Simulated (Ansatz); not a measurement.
`O=P(O)(O)c1ccc(-c2ccc(-c3ccccc3)cc2)cc1` was relaxed with r2SCAN-D4 (def2-SVP) in Ansatz in these states: charge +1 doublet, neutral singlet. The geometries follow in no particular order.

A:

Cartesian coordinates in Å:
```
O 0.6293 6.5479 -2.6236
P -0.4508 6.1494 -1.6875
O -0.5061 6.9794 -0.2965
O -1.9877 6.2033 -2.1570
C -0.3598 4.4093 -1.1925
C 0.6915 3.6333 -1.7153
C 0.8034 2.2940 -1.3729
C -0.1202 1.6923 -0.4755
C 0.0007 0.2897 -0.1098
C -0.5977 -0.2229 1.0778
C -0.4823 -1.5517 1.4235
C 0.2386 -2.4725 0.6074
C 0.3599 -3.8745 0.9716
C 1.3822 -4.6909 0.4107
C 1.5012 -6.0258 0.7668
C 0.5958 -6.5948 1.6782
C -0.4271 -5.8108 2.2381
C -0.5401 -4.4710 1.8994
C 0.8356 -1.9589 -0.5813
C 0.7223 -0.6296 -0.9257
C -1.1658 2.4987 0.0554
C -1.2898 3.8307 -0.3045
H 0.3309 7.4385 -0.1204
H -2.2677 7.0749 -2.4812
H 1.4080 4.1041 -2.3948
H 1.6371 1.7139 -1.7735
H -1.1205 0.4525 1.7575
H -0.9174 -1.8865 2.3667
H 2.1104 -4.2604 -0.2793
H 2.3037 -6.6337 0.3416
H 0.6873 -7.6495 1.9521
H -1.1381 -6.2581 2.9371
H -1.3566 -3.8847 2.3251
H 1.3568 -2.6331 -1.2630
H 1.1571 -0.2931 -1.8686
H -1.9109 2.0598 0.7219
H -2.1132 4.4309 0.0919
```

B:

```xyz
37

O    -5.845    1.643   -3.738
P    -5.429    0.267   -3.357
O    -6.555   -0.542   -2.490
O    -5.159   -0.814   -4.535
C    -3.898    0.164   -2.433
C    -3.196    1.350   -2.171
C    -2.010    1.314   -1.439
C    -1.498    0.097   -0.951
C    -0.240    0.058   -0.174
C    -0.062   -0.859    0.878
C     1.123   -0.896    1.609
C     2.186   -0.019    1.319
C     3.447   -0.062    2.092
C     4.171    1.115    2.361
C     5.361    1.073    3.090
C     5.855   -0.146    3.564
C     5.147   -1.323    3.304
C     3.956   -1.282    2.577
C     2.007    0.897    0.265
C     0.821    0.937   -0.463
C    -2.216   -1.087   -1.220
C    -3.400   -1.057   -1.951
H    -7.101    0.090   -1.999
H    -5.938   -0.912   -5.105
H    -3.598    2.297   -2.544
H    -1.485    2.247   -1.218
H    -0.882   -1.528    1.155
H     1.214   -1.593    2.447
H     3.781    2.077    2.019
H     5.903    2.001    3.296
H     6.788   -0.179    4.135
H     5.529   -2.284    3.662
H     3.425   -2.213    2.355
H     2.828    1.565   -0.012
H     0.729    1.636   -1.300
H    -1.821   -2.046   -0.872
H    -3.939   -1.987   -2.156
```

Problem. Judge from the bond lengths which geometry belongs to which state (an estimate).

Solution. A is the charge +1 doublet (C12–C13 1.454 Å, C8–C9 1.455 Å, P2–C5 1.811 Å); B is the neutral singlet (C12–C13 1.480 Å, C8–C9 1.478 Å, P2–C5 1.792 Å).
